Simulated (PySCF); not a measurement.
Molecule: sum formula ReOBr₄, net charge 0, doublet state. The spin state was set by rule; other spins were not relaxed. SMILES: [O]=[Re]([Br])([Br])([Br])[Br]
Coordinates optimised at B3LYP-D3(BJ)/def2-TZVP (Ansatz):
```xyz
6

Re     0.3010    -0.0905    -0.1714
O      1.6994    -0.5112    -0.9676
Br     0.6847    -0.6498     2.1877
Br    -1.2014     0.8052    -1.8935
Br    -1.1227    -2.0894    -0.2261
Br     0.6060     2.2448     0.5203
```
Charge 0, spin multiplicity 2.

Dispersion corrections to the total energy (kcal/mol) from the dftd3 and dftd4 libraries through PySCF: D3(BJ) without and D4 with the three-body term, each with the damping fitted for the functional named.

```
functional  D3(BJ)      D4
----------  ------  ------
B3LYP       -17.43  -15.68
revPBE      -17.26     ___
CAM-B3LYP      ___   -8.78
TPSSh       -10.87  -11.26
r2SCAN       -2.31     ___
BLYP        -20.27  -19.36
PBE0         -8.15   -8.19
```

**Question.** Fill in the missing entries.

**Answer.** 
- revPBE, D4: -19.12
- CAM-B3LYP, D3(BJ): -9.44
- r2SCAN, D4: -1.98
